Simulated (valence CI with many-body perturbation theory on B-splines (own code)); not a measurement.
The numbers below are computed, except where a source is named.
## Tl⁴⁷⁺: magnetic and hyperfine properties of the levels

Level of theory: valence CI with perturbative core correlation (CI+MBPT): six valence electrons over a frozen Dirac-Fock core [Ar] 3d10, a basis of 9 s, 9 p, 8 d, 6 f, 3 g, 1 h functions for each j, with the one-electron correlation potential Σ1 (screened to all orders), the two-electron term Σ2, the three-electron term Σ3, Breit, model QED; selected single and double excitations, second order for the rest, scaled by the run's own slope (own B-spline code, finite nucleus).

The last digits are not significant, and no measured levels were compared; by estimate large intervals hold to a few tenths of a per cent, small ones and those within an open d or f shell to about a per cent. Among the levels kept, up to 650 cm⁻¹ of a level comes from second order outside the variational space, and about a tenth of that is noise between levels of different J, which matters for small intervals.

A/g_I is the dipole constant over the nuclear g factor μ/I (μ in nuclear magnetons, uniformly magnetised nucleus), B/Q the quadrupole constant per barn. Both hold the static response of the core; the bare values leave it out. Large factors of s and p1/2 electrons are usually good to 5 to 10 %; those of open d and f shells near neutrality can be off by tens of per cent, and small factors of p3/2, d and f electrons come from cancelling terms and can be off by a factor of two or in sign, in half-filled shells by more. B is blank for J = 1/2, where it vanishes, and for nearly pure S terms. Energies count from the lowest level. Levels with J = 0 are left out.

Levels are named by their leading jj configuration (3d3/2^4 stands for four electrons in 3d with j = 3/2), which in mixed levels can hold well under half, so a name can repeat and another be missing. Letters in brackets count levels of one name in rising energy.

```tsv
Level	E (× 10³ cm⁻¹)	g	A/g_I (MHz)	A/g_I bare	B/Q (MHz/b)	B/Q bare
(4s^2 4p1/2^2 4p3/2^2) J=2	0.00	1.339	80400	77300	14000	13600
(4s^2 4p1/2 4p3/2^3) J=1	1217.7	1.496	-102000	-100000	-82900	-80500
(4s^2 4p1/2 4p3/2^3) J=2	1258.4	1.150	266000	258000	-180000	-175000
(4s^2 4p1/2^2 4p3/2 4d3/2) J=2	1440.8	1.047	61500	60000	-2620	-2510
(4s^2 4p1/2^2 4p3/2 4d3/2) J=1	1471.5	1.124	52700	51500	-72400	-70500
(4s^2 4p1/2^2 4p3/2 4d3/2) J=3	1477.3	1.103	59100	57800	171000	166000
(4s^2 4p1/2^2 4p3/2 4d5/2) J=4	1717.0	1.259	39000	38200	177000	172000
(4s^2 4p1/2^2 4p3/2 4d5/2) J=2	1741.2	1.255	45600	44900	-108000	-105000
(4s^2 4p1/2^2 4p3/2 4d5/2) J=3	1844.5	1.196	35300	34700	3400	3680
(4s^2 4p1/2^2 4p3/2 4d5/2) J=1	1878.7	1.054	-38500	-35500	21200	20700
(4s 4p1/2^2 4p3/2^3) J=2	2204.2	1.475	616000	597000	-161000	-156000
(4s 4p1/2^2 4p3/2^3) J=1	2314.9	1.173	-440000	-428000	-57300	-55600
(4s^2 4p1/2 4p3/2^2 4d3/2) J=1 [a]	2617.5	0.995	128000	124000	-23700	-23200
(4s^2 4p1/2 4p3/2^2 4d3/2) J=2 [a]	2617.6	1.033	144000	140000	-86700	-84300
(4s^2 4p1/2 4p3/2^2 4d3/2) J=3 [a]	2652.7	1.084	142000	138000	-4870	-4560
(4s^2 4p1/2 4p3/2^2 4d3/2) J=4	2690.2	1.052	158000	153000	27400	27100
(4s^2 4p1/2 4p3/2^2 4d3/2) J=2 [b]	2740.9	0.819	213000	208000	92800	90600
(4s^2 4p1/2 4p3/2^2 4d3/2) J=3 [b]	2820.4	1.213	16000	15700	24000	23400
(4s^2 4p1/2 4p3/2^2 4d3/2) J=2 [c]	2830.1	1.268	103000	100000	2920	2540
(4s^2 4p1/2 4p3/2^2 4d3/2) J=1 [b]	2839.9	1.510	188000	181000	14400	14000
(4s^2 4p1/2 4p3/2^2 4d5/2) J=3 [a]	2880.5	1.285	-51800	-50100	19500	19200
(4s^2 4p1/2 4p3/2^2 4d5/2) J=4 [a]	2881.8	1.299	-26400	-25500	62000	60600
(4s^2 4p1/2^2 4d3/2^2) J=2	2908.2	0.759	39300	39500	1530	1490
(4s^2 4p1/2 4p3/2^2 4d3/2) J=1 [c]	2908.8	0.885	-150000	-144000	2790	2980
(4s^2 4p1/2 4p3/2^2 4d5/2) J=4 [b]	2934.9	1.179	134000	130000	2160	2340
(4s^2 4p1/2 4p3/2^2 4d5/2) J=1 [a]	2943.4	0.964	397000	387000	6350	6210
(4s^2 4p1/2 4p3/2^2 4d5/2) J=5	2949.9	1.194	122000	119000	34200	33700
(4s^2 4p1/2 4p3/2^2 4d5/2) J=2 [a]	3021.6	1.280	-106000	-102000	149000	145000
(4s^2 4p1/2 4p3/2^2 4d5/2) J=3 [b]	3052.3	1.121	153000	149000	176000	171000
(4s^2 4p1/2 4p3/2^2 4d5/2) J=2 [b]	3087.5	1.086	137000	134000	19000	18600
(4s^2 4p1/2 4p3/2^2 4d5/2) J=1 [b]	3099.1	1.288	-152000	-147000	-765	-780
(4s^2 4p1/2 4p3/2^2 4d5/2) J=3 [c]	3131.3	1.082	163000	159000	-139000	-135000
(4s^2 4p1/2 4p3/2^2 4d5/2) J=2 [c]	3148.1	1.239	901	1100	-136000	-132000
(4s^2 4p1/2^2 4d3/2 4d5/2) J=3	3204.5	1.083	28900	29100	4980	4930
```

Task: Take the isotope of mass number 205, with I = 1/2, μ = 1.632 μN. What is the hyperfine structure of (4s^2 4p1/2^2 4p3/2 4d5/2) J=4?

Result: From the table A = 127000 MHz. Shifts from the centre of gravity in MHz: F = 7/2: -318000, F = 9/2: 254000.
